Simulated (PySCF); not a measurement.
Predicted microwave data (PySCF, PBE0-D3(BJ)/def2-SVP geometry optimisation, gas phase) for one isomer of C3H13NSi2:

* Rotational constants: A = 4785, B = 894.3, C = 823.7 MHz
* Dipole components: |μa| = 1.25 D, |μb| = 0.23 D, |μc| = 0.52 D
* Inertial defect: -57.20 u·Å²
* κ: -0.96

Question: Which candidate fits, each taken in the one conformer that was computed?
A. `[CH3:1][CH:2]([CH3:3])[NH:4][SiH2:5][SiH3:6]` with C1–C2–N4–Si5 -88°, C2–N4–Si5–Si6 -169°
B. `[CH3:1][N:2]([CH3:3])[SiH2:4][CH2:5][SiH3:6]` with C1–N2–Si4–C5 48°, N2–Si4–C5–Si6 168°
C. `[CH3:1][CH2:2][CH2:3][N:4]([SiH3:5])[SiH3:6]` with C1–C2–C3–N4 180°, C2–C3–N4–Si5 86°

Answer: A. It is CC(C)N[SiH2][SiH3], a near-prolate asymmetric top, point group C1. The candidates at the same level (rigid rotor, commonest isotopes):

```
            SMILES  A (MHz)  B (MHz)  C (MHz)  μa (D)  μb (D)  μc (D)  Δ (u·Å²)  point group                        rotor
CCCN([SiH3])[SiH3]     2706     1367    986.9    0.91    0.01    0.14    -44.44      near Cs               asymmetric top
CN(C)[SiH2]C[SiH3]     5738    911.6    831.5    1.14    0.98    0.27    -34.68           C1  near-prolate asymmetric top
CC(C)N[SiH2][SiH3]     4785    894.3    823.7    1.25    0.23    0.52    -57.20           C1  near-prolate asymmetric top
```

`CCCN([SiH3])[SiH3]` has B 53 % too high; `CN(C)[SiH2]C[SiH3]` has A 20 % too high. No structure here is proved a minimum.
